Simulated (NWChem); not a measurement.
System: SrH₂SO; SMILES [OH][Sr][SH]

NWChem input:

```
start job
memory heap 200 mb stack 900 mb global 1100 mb
geometry units angstroms noautosym
  Sr    -0.189613    -0.367162     0.011795
  O      0.861605    -2.225063     0.001557
  H      1.462580    -2.971459     0.009399
  S      0.286092     2.368411     0.010800
  H     -1.023153     2.679373     0.354064
end
basis spherical
  * library def2-svp
end
ecp
  Sr library def2-ecp
end
dft
  xc pbe0
  grid fine
  iterations 150
end
driver
  maxiter 120
  tight
end
task dft optimize
dft
  grid fine
  convergence energy 1d-8 density 1d-7
end
task dft freq numerical
```

def2 effective core potentials on Sr; no spin-orbit coupling.

The level has its own optimisation; frequencies are unscaled.

Task: Predict the main results of this run. (PBE0/def2-SVP with def2 effective core potentials on Sr.) Quantities: r O–Sr (Å); r S–Sr (Å); r H–O (Å); r H–S (Å); highest harmonic frequency (cm⁻¹); lowest (cm⁻¹); zero-point energy (kcal/mol).

Result: 
- r O–Sr (Å) = 2.133
- r S–Sr (Å) = 2.766
- r H–O (Å) = 0.958
- r H–S (Å) = 1.352
- highest harmonic frequency (cm⁻¹) = 3986
- lowest (cm⁻¹) = 44
- zero-point energy (kcal/mol) = 12.6
